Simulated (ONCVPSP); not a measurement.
# Pd (Z = 46): one change to an ONCV potential, before and after

* Element: palladium (Pd)
* Generator: ONCVPSP 4.0.1
* Type: optimised norm-conserving Vanderbilt (ONCV)
* Functional: LDA (Perdew-Zunger)
* Relativity: scalar-relativistic
* Frozen core: [Ar] 3d10
* Valence charge: 18
* Reference configuration: 4s2 4p6 4d9 5s1
* Partial waves: 4s+5s: rc 1.85 bohr, ncon 3, nbas 7, qcut 6.2 1/bohr, 3 projectors, debl 2.7 Ha; 4p: rc 1.40 bohr, ncon 3, nbas 8, qcut 10.5 1/bohr, 2 projectors, debl 0.6 Ha; 4d: rc 1.30 bohr, ncon 4, nbas 9, qcut 8.4 1/bohr, 2 projectors, debl 2.7 Ha; f scattering state at 0.22 Ha: rc 1.40 bohr, ncon 3, nbas 7, qcut 8.5 1/bohr, 2 projectors, debl 2.2 Ha
* Local potential: polynomial inside 0.90 bohr (lpopt 5, dvloc0 1 Ha)
* Core correction: polynomial model core, fcfact 0.7

In the p channel the program set the typed energies aside and used -2.006, 0.250 Ha.

Change: all radii but the core radius scaled by about 0.78 (s 1.44, p 1.10, d 1.02, f 1.10 bohr); local potential polynomial inside 0.70 bohr (lpopt 5, dvloc0 1 Ha).

Cutoffs: the cutoffs (Ha) at which the residual kinetic energy of the hardest occupied pseudo-wave falls to 1 and 0.1 mHa per electron; they do not see the model core or the augmentation charge, which bear on the density cutoff. Errors are all-electron minus pseudo energies relative to the spin-unpolarised reference configuration.

Q: How do hardness, ghosts and transferability respond?

A: The potential gets harder (33 Ha and 41 Ha → 42 Ha and 180 Ha); of the 4 tests that both files solve, the error grows in 1 and shrinks in 2 by more than 15 % and 0.3 meV (median size 3.2 → 1.8 meV); neither file shows a bound ghost. A smaller radius makes the pseudo-wave follow the all-electron one further in, where it bends more sharply, so more plane waves are needed.

```csv
quantity,base,changed
"cutoff, loose",33 Ha,42 Ha
"cutoff, tight",41 Ha,180 Ha
loose cutoff by channel,"s 8.7 Ha, p 33 Ha, d 30 Ha","s 17 Ha, p 42 Ha, d 34 Ha"
bound ghosts,none,none
GHOST(+) flags under 300 eV,s at 182.2 eV,s at 123.4 eV
"error for 4s2 4p6 4d10 5s0, meV [ΔE -1.44 eV]",-3.9,-4.2
"error for 4s2 4p6 4d9 5s0, meV [ΔE 7.95 eV]",-2.7,-2.1
"error for 4s2 4p6 4d8 5s0, meV [ΔE 29.03 eV]",-3.6,-1.5
"error for 4s2 4p6 4d8 5s1, meV [ΔE 12.36 eV]",-0.6,+1.0
"rms error of d²Exc/dni dnj with the model core, mHa",1.77,1.47
```
